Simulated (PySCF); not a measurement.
Correlation energy of Hf⁺ (hafnium, charge +1)

Starting occupation: [Xe] 4f14 6s2 6p1, 6p3/2 with m_j = +3/2. Calculation: PySCF 2.14, in x2c-SVPall-2c with one added diffuse shell each of s, d type (8s9p10d2f, 99 functions); X2C-1e with screened-nucleus spin-orbit coupling, Gaussian nucleus. Frozen: [Kr] 4d10 4f14; 11 electrons correlated; the 32 highest virtual spinors left out.

MP2 pair energies summed by pair of shells (mhartree):

| pair | energy | share (%) |
| --- | --- | --- |
| 5p-5p | -95.20 | 68.7 |
| 5p-6s | -12.41 | 9.0 |
| 6s-6s | -9.79 | 7.1 |
| 6p-6s | -8.15 | 5.9 |
| 5p-5s | -4.18 | 3.0 |
| 5p-6p | -3.83 | 2.8 |
| 5s-5s | -3.53 | 2.5 |
| 5s-6s | -1.40 | 1.0 |
| 5s-6p | -0.10 | 0.1 |

Total MP2 correlation energy: -138.58 mhartree.

The GHF reference relaxed away from the jj start to a determinant that is no pure jj level (⟨S²⟩ = 0.86, ⟨J²⟩ = 3.91); the energies belong to that determinant.

This basis was not built for core-valence correlation, so the inner-shell part is incomplete.
